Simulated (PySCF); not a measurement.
All values below come from PySCF 2.14.0 with TPSSh-D3(BJ)/def2-TZVP. All species are isolated molecules in the gas phase. 

Reference species (SMILES): `[Cl][AlH][Cl]` (neutral, multiplicity 1).

```json
{
  "dipole_moment": "1.00 D"
}
```

Changed species: `[Cl][AlH2]` (whole molecule; the reference has whole molecule).

Problem. Give the shifts of the dipole moment.

Solution. the dipole moment increases by 0.22 D, to 1.22 D.
